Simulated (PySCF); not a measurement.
GeH₄Te, SMILES [GeH3][TeH]. Atoms are numbered in the order given.

```xyz
6

Te     0.0313    -1.0431     0.0000
H     -1.6301    -1.1133     0.0000
Ge    -0.0018     1.5390     0.0000
H     -0.7061     2.0716     1.2577
H      1.4740     1.9651     0.0000
H     -0.7061     2.0716    -1.2577
```
Charge 0, spin multiplicity 1.

The structure is a stationary point at B3LYP-D3(BJ)/def2-TZVP. The def2 effective core potentials stand for the cores of Te; spin–orbit coupling is left out.

All values below come from PySCF 2.14.0 with B3LYP-D3(BJ)/def2-TZVP.

Frequencies are harmonic and unscaled.

| mode | ν (cm⁻¹) | IR (km/mol) | Raman (Å⁴/amu) | depolarisation | moving atoms (share of kinetic energy) |
|---|---|---|---|---|---|
| 1 | 123 | 0.1 | 5.1 | 0.75 | H 99 % |
| 2 | 229 | 4.9 | 13.0 | 0.22 | Ge 61 %, Te 37 % |
| 3 | 426 | 8.9 | 1.6 | 0.20 | H 99 % |
| 4 | 507 | 4.7 | 3.4 | 0.75 | H 96 % |
| 5 | 620 | 13.1 | 7.1 | 0.75 | H 96 % |
| 6 | 802 | 314.3 | 5.9 | 0.33 | H 97 % |
| 7 | 870 | 39.7 | 19.2 | 0.75 | H 99 % |
| 8 | 882 | 40.9 | 21.6 | 0.74 | H 99 % |
| 9 | 2115 | 23.7 | 194.8 | 0.33 | H 99 % |
| 10 | 2130 | 86.3 | 346.5 | 0.01 | H 100 % |
| 11 | 2139 | 103.8 | 138.1 | 0.75 | H 98 % |
| 12 | 2150 | 108.2 | 98.6 | 0.73 | H 98 % |
